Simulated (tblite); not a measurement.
Compound: C6H15BO2.
Numbering: `[CH3:1][CH2:2][O:3][BH:4][C:5]([CH3:6])([CH3:7])[O:8][CH3:9]` (hydrogens: H10, H11, H12 on C1; H13, H14 on C2; H15 on B4; H16, H17, H18 on C6; H19, H20, H21 on C7; H22, H23, H24 on C9)

Computed with GFN2-xTB (tblite), gas phase: L-BFGS steps from a force-field or distance-geometry start until the largest atomic force falls under 0.01 eV/Å.

Step 87: E = -813.4085 eV
```
atom  x, y, z in Å  |  force x, y, z in eV/Å
C1      3.0286    1.2598    0.7245    0.019  -0.014   0.007
C2      2.0171    0.3260    0.0726   -0.043   0.052  -0.026
O3      1.1150    1.0839   -0.7168   -0.036  -0.004   0.033
B4     -0.1437    0.8008   -0.9898   -0.003   0.024   0.046
C5     -0.9639   -0.5096   -0.4684   -0.033  -0.001  -0.008
C6     -0.4235   -1.7717   -1.1581    0.031  -0.005  -0.048
C7     -2.4626   -0.4084   -0.7914   -0.053   0.007  -0.002
O8     -0.7897   -0.7577    0.9467   -0.006   0.006   0.031
C9     -1.2204    0.2871    1.7745    0.022   0.029   0.016
H10     2.5643    1.8675    1.4993   -0.036  -0.023  -0.082
H11     3.8204    0.6692    1.1771    0.040   0.035   0.000
H12     3.4514    1.9194   -0.0304    0.032  -0.017   0.053
H13     1.4815   -0.2521    0.8302   -0.029  -0.029  -0.022
H14     2.5277   -0.3658   -0.6065    0.069  -0.018   0.025
H15    -0.6728    1.5929   -1.6810    0.014  -0.033  -0.011
H16    -1.0597   -2.6266   -0.9352    0.001   0.039   0.007
H17     0.5804   -1.9987   -0.8118    0.010   0.021   0.008
H18    -0.4007   -1.6113   -2.2335    0.008  -0.052  -0.001
H19    -2.6056   -0.4700   -1.8667   -0.016  -0.038   0.026
H20    -2.8847    0.5354   -0.4535    0.018  -0.011   0.005
H21    -2.9887   -1.2284   -0.3032   -0.050   0.023  -0.075
H22    -2.3099    0.4104    1.7534    0.044  -0.003   0.006
H23    -0.9202    0.0318    2.7913    0.031  -0.039  -0.030
H24    -0.7521    1.2362    1.4843   -0.035   0.051   0.041
```

Step 88: E = -813.4105 eV
```
atom  x, y, z in Å  |  force x, y, z in eV/Å
C1      3.0263    1.2584    0.7255    0.008   0.003   0.010
C2      2.0160    0.3233    0.0739   -0.030   0.034  -0.036
O3      1.1150    1.0799   -0.7177   -0.028   0.004   0.055
B4     -0.1435    0.7988   -0.9920    0.007   0.063   0.030
C5     -0.9659   -0.5086   -0.4719   -0.021  -0.002   0.016
C6     -0.4232   -1.7714   -1.1582    0.027  -0.007  -0.039
C7     -2.4642   -0.4065   -0.7944   -0.051  -0.007   0.004
O8     -0.7896   -0.7551    0.9433   -0.013  -0.015   0.062
C9     -1.2170    0.2870    1.7771    0.021   0.032  -0.003
H10     2.5557    1.8743    1.4890   -0.044  -0.021  -0.045
H11     3.8154    0.6737    1.1899    0.027   0.020  -0.006
H12     3.4543    1.9141   -0.0287    0.046  -0.016   0.018
H13     1.4813   -0.2560    0.8315   -0.032  -0.015  -0.027
H14     2.5257   -0.3683   -0.6059    0.088  -0.027   0.029
H15    -0.6669    1.5955   -1.6824   -0.001  -0.041  -0.016
H16    -1.0512   -2.6293   -0.9250   -0.003   0.036   0.017
H17     0.5859   -1.9891   -0.8196   -0.008   0.021  -0.003
H18    -0.4137   -1.6170   -2.2340    0.022  -0.050  -0.023
H19    -2.6091   -0.4649   -1.8697   -0.007  -0.019   0.024
H20    -2.8848    0.5358   -0.4498    0.012  -0.024  -0.007
H21    -2.9894   -1.2301   -0.3120   -0.058   0.025  -0.055
H22    -2.3073    0.4094    1.7615    0.059  -0.011   0.015
H23    -0.9091    0.0286    2.7920    0.013  -0.026  -0.069
H24    -0.7524    1.2377    1.4853   -0.033   0.043   0.051
```

Step 89: E = -813.4126 eV
```
atom  x, y, z in Å  |  force x, y, z in eV/Å
C1      3.0243    1.2568    0.7272   -0.002   0.025   0.010
C2      2.0143    0.3217    0.0751    0.005  -0.006  -0.031
O3      1.1138    1.0771   -0.7171   -0.014   0.014   0.064
B4     -0.1442    0.7970   -0.9936    0.007   0.082   0.011
C5     -0.9684   -0.5083   -0.4749    0.000  -0.001   0.034
C6     -0.4224   -1.7713   -1.1593    0.024  -0.007  -0.024
C7     -2.4666   -0.4050   -0.7969   -0.031  -0.021   0.006
O8     -0.7901   -0.7525    0.9409   -0.013  -0.028   0.067
C9     -1.2133    0.2881    1.7794    0.015   0.024  -0.018
H10     2.5470    1.8823    1.4773   -0.048  -0.016  -0.004
H11     3.8098    0.6774    1.2046    0.002   0.005  -0.010
H12     3.4610    1.9063   -0.0265    0.053  -0.012  -0.016
H13     1.4810   -0.2606    0.8322   -0.032   0.005  -0.034
H14     2.5255   -0.3689   -0.6046    0.089  -0.033   0.025
H15    -0.6619    1.5952   -1.6864   -0.015  -0.042  -0.017
H16    -1.0413   -2.6324   -0.9138   -0.004   0.033   0.023
H17     0.5930   -1.9792   -0.8304   -0.044   0.029  -0.019
H18    -0.4284   -1.6242   -2.2360    0.034  -0.045  -0.024
H19    -2.6128   -0.4576   -1.8720    0.000   0.003   0.011
H20    -2.8848    0.5349   -0.4434   -0.001  -0.029  -0.016
H21    -2.9917   -1.2331   -0.3234   -0.065   0.019  -0.025
H22    -2.3038    0.4091    1.7705    0.054  -0.018   0.022
H23    -0.8976    0.0257    2.7916    0.002  -0.010  -0.087
H24    -0.7542    1.2414    1.4871   -0.019   0.030   0.051
```

Problem. Estimate the geometry and energy of step 90. (The exact step hangs on the optimiser's Hessian estimate; all steps are aligned on step 89, rigid shifts and turns removed.)

Solution. E = -813.4148 eV, largest force 0.073 eV/Å
```
atom  x, y, z in Å  |  force x, y, z in eV/Å
C1      3.0223    1.2554    0.7287   -0.008   0.033   0.004
C2      2.0129    0.3205    0.0745    0.047  -0.047  -0.013
O3      1.1122    1.0751   -0.7172    0.020   0.015   0.068
B4     -0.1455    0.7965   -0.9940    0.002   0.062   0.002
C5     -0.9713   -0.5082   -0.4766    0.018   0.001   0.042
C6     -0.4209   -1.7707   -1.1601   -0.010  -0.001   0.008
C7     -2.4695   -0.4042   -0.7995    0.003  -0.031   0.008
O8     -0.7924   -0.7507    0.9401   -0.005  -0.029   0.040
C9     -1.2098    0.2899    1.7816    0.005   0.006  -0.026
H10     2.5374    1.8905    1.4647   -0.045  -0.008   0.032
H11     3.8026    0.6798    1.2195   -0.025  -0.006  -0.006
H12     3.4714    1.8972   -0.0236    0.049  -0.005  -0.045
H13     1.4810   -0.2656    0.8306   -0.027   0.028  -0.044
H14     2.5286   -0.3694   -0.6037    0.067  -0.021   0.020
H15    -0.6583    1.5935   -1.6899   -0.036  -0.023  -0.027
H16    -1.0298   -2.6350   -0.9021   -0.011   0.024   0.027
H17     0.5994   -1.9685   -0.8412   -0.036   0.029  -0.018
H18    -0.4412   -1.6322   -2.2371    0.038  -0.030  -0.042
H19    -2.6158   -0.4480   -1.8744    0.007   0.017  -0.010
H20    -2.8860    0.5323   -0.4363   -0.017  -0.020  -0.017
H21    -2.9956   -1.2368   -0.3368   -0.069   0.004   0.006
H22    -2.3000    0.4093    1.7811    0.028  -0.020   0.021
H23    -0.8866    0.0229    2.7897    0.003   0.006  -0.070
H24    -0.7568    1.2461    1.4897    0.003   0.014   0.040
```

The energy changes by -0.0022 eV. The first-order estimate −F·Δx gives -0.0030 eV and the mean of the old and new forces, exact on a quadratic surface, -0.0022 eV. The step makes an angle of 77° with the force vector and moves no atom by more than 0.018 Å.

The cost below is that of the whole relaxation. The run took 1.5 s on one thread, Arm Neoverse V1 (aarch64), no GPU (shared host).
